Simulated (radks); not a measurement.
Values are calculated unless marked as measured or tabulated.
Charge is removed step by step from the 4s1/2 level of Ga, starting from [Ar] 3d10 4s2 4p1. Level of theory: Dirac Kohn-Sham, PBE, spin-unpolarised, spherical densities, point nucleus; open shells fill j = l - 1/2 first (a radial shooting solver on a logarithmic mesh with Libxc functionals).

removed (e)  E - E(0) (eV)  eigenvalue (eV)  E minus straight line (eV)
0                    0.000           -8.900                       0.000
0.25                 2.469          -10.873                      -0.785
0.5                  5.445          -12.956                      -1.063
0.75                 8.954          -15.128                      -0.808
1                   13.016          -17.378                       0.000

Removing the whole electron costs 13.016 eV by Delta-SCF, against 8.900 eV from minus the eigenvalue at the starting occupation. Slater's transition state (half an electron removed) gives 12.956 eV. Integrating minus the eigenvalue over the occupation (Janak's theorem) gives 13.016 eV. The mean slope of the eigenvalue, de/dn, is 8.48 eV per electron.
